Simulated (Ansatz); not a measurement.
Input for Ansatz (a program for electronic structure): R-revPBE/def2-TZVPPD on Ge2H6O (SMILES [GeH3][O][GeH3]). The basis file is the Basis Set Exchange's JSON of that set.

Ansatz 0.2 input:
```yaml
crystal:
  periodic: [false, false, false]
  atoms:
    - {symbol: O, position_ang: [0.36604909, -0.73971499, -0.00000000]}
    - {symbol: Ge, position_ang: [-1.41710162, -0.75490271, -0.00000000]}
    - {symbol: H, position_ang: [-1.81449136, -2.23729019, 0.00000000]}
    - {symbol: H, position_ang: [-1.93207760, -0.03427707, -1.26262792]}
    - {symbol: H, position_ang: [-1.93207760, -0.03427707, 1.26262792]}
    - {symbol: Ge, position_ang: [1.45933813, 0.66974724, 0.00000000]}
    - {symbol: H, position_ang: [0.62087628, 1.96605860, 0.00000000]}
    - {symbol: H, position_ang: [2.32479234, 0.58232809, -1.26826857]}
    - {symbol: H, position_ang: [2.32479234, 0.58232809, 1.26826857]}
basis:
  gaussian:
    orbitals: def2-TZVPPD.json
hamiltonian:
  xc: {name: revPBE}
scf: {lower_state_search: off}
```

The log:

```
WARN ansatz: RAYON_NUM_THREADS=4 ignored (pool sized by the plan → 4); use --threads N
Functional definition: revPBE
these checks for a lower state are left out or cut short: stability, starts, cluster_reference, orbital_swaps, neighbouring_geometries, increment
integrals: 0.21 GiB planned
1284 factors; their error is unknown
mean field: 1.35 GiB planned
mean field evaluation 1: about -115165.6054 eV, gradient 7.2e1 eV
mean field evaluation 2: about -115094.6030 eV, gradient 1.8e2 eV
mean field evaluation 4: about -115173.0484 eV, gradient 1.5e1 eV
mean field evaluation 8: about -115173.2698 eV, gradient 2.2e-1 eV
mean field evaluation 16: about -115173.2578 eV, gradient 1.1e-4 eV
mean field -115173.25780207 eV, -4232.5391569881 hartree, gradient 6.7e-6 eV, S^2 0.000000; 0 other end points of the search recorded, 0 dependent functions left out
reference -115173.25786001 eV, -4232.5391591173 hartree; 39, 39 occupied and 211, 211 virtual orbitals, 1284 factors
Total energy: -115173.25786001 eV, -4232.5391591173 hartree
Checks for a lower state left out: stability, starts, cluster_reference, orbital_swaps, neighbouring_geometries, increment
```

Self-consistency was reached.

Cost: roughly 5 core-seconds.
